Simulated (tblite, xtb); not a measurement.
barium atom (Ba), singlet (GFN-xTB shapes and energies of metal compounds can be far from the true ones). Base run: GFN1-xTB in xtb.

xtb was given this input:
```
$ xtb mol.xyz --gfn 1 --json

# file mol.xyz
1

Ba     0.00000000     0.00000000     0.00000000
```

Programs used: tblite, xtb; a row that names a program was run with it.

The base run was repeated with changes; each row names its change, and settings that it needs were set with it.

| change | ΔE vs base (kJ/mol) | G_solv (kcal/mol) | SCF cycles |
|---|---|---|---|
| base | 0.00 | - | 3 |
| alpb = acetonitrile | -75.2 | -17.98 | 3 |
| program = tblite; method = gfn1; option = --spin-polarized | 0.00 | - | - |
| program = tblite; method = gfn1; option = (--alpb, water) | -86.4 | - | - |
| alpb = ether | ? | ? | 3 |
| gbsa = water | ? | ? | 3 |
| etemp = 10000 | -111.5 | - | 15 |
| gbsa = chcl3 | -111.3 | -26.60 | 3 |

Complete the blanks.


- alpb = ether, ΔE vs base (kJ/mol): -59.5
- alpb = ether, G_solv (kcal/mol): -14.22
- gbsa = water, ΔE vs base (kJ/mol): -125.9
- gbsa = water, G_solv (kcal/mol): -30.09

ALPB and GBSA are two models with their own fitted parameters for each solvent, which aren't always the measured dielectric constant.
